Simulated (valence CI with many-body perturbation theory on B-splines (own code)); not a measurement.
# Yb XXXIX in brief

Computed by valence CI with perturbative core correlation (CI+MBPT): four valence electrons over a frozen Dirac-Fock core [Ar] 3d10, a basis of 9 s, 9 p, 8 d, 6 f, 3 g, 1 h functions for each j, with the one-electron correlation potential Σ1, the two-electron term Σ2, the three-electron term Σ3, Breit, model QED; selected CI, second order for the rest, scaled by the run's own slope (own B-spline code, finite nucleus).

The last digits are not significant, and no measured levels were compared; by estimate large intervals hold to a few tenths of a per cent, small ones and those within an open d or f shell to about a per cent.

Levels are named by their leading jj configuration (3d3/2^4 stands for four electrons in 3d with j = 3/2), which in mixed levels can hold well under half, so a name can repeat and another be missing.

Rates and lifetimes use the calculated energies. Strong lines usually hold to 10 to 20 %, long lifetimes can be off by a factor of two.

(1) What is the ground level?

(2) What are the static dipole polarisabilities of the lowest levels?

(3) Among levels below 335.43 eV, which E1 lines absorb most strongly from the ground level?

(4) What is the ionisation energy?

(5) Where does the other parity begin?

(6) How well does LS coupling describe the low levels?

(7) Name the longest-lived excited levels whose lifetime is computed, and their main decay.

Answers

(1) (4s^2 4p1/2^2) J=0, composition 71 % 4s2 4p2 3P + 28 % 4s2 4p2 1S.

(2) (4s^2 4p1/2^2) J=0 0.0423; (4s^2 4p1/2 4p3/2) J=1 0.0489 (tensor 0.0018); (4s^2 4p1/2 4p3/2) J=2 0.0487 (tensor 0.0032) bohr³, of which the core gives 0.00280.

(3) to (4s^2 4p1/2 4d3/2) J=1 at 5.583 nm, f = 1.55; to (4s 4p1/2^2 4p3/2) J=1 at 7.445 nm, f = 0.512; to (4s 4p1/2 4p3/2^2) J=1 at 5.215 nm, f = 0.0617.

(4) 1791.4 eV; NIST lists 1789 ± 4 eV (theoretical).

(5) At (4s 4p1/2^2 4p3/2) J=2, 153.03 eV.

(6) Among the lowest 20 levels the leading LS term, summed over configurations, holds 63 % on average. For single configurations the figures are 60 % in LS and 89 % in jj coupling. Terms mix most in the J = 2 level at 233.47 eV, where the leading one holds 37 %.

(7) (4s^2 4p1/2 4p3/2) J=2 at 70.93 eV lives 22.0 μs, mostly by E2 to (4s^2 4p1/2^2) J=0; (4s^2 4p3/2 4d5/2) J=4 at 293.85 eV lives 593 ns, mostly by M1 to (4s^2 4p1/2 4d5/2) J=3; (4s^2 4p1/2 4p3/2) J=1 at 66.99 eV lives 502 ns, mostly by M1 to (4s^2 4p1/2^2) J=0.
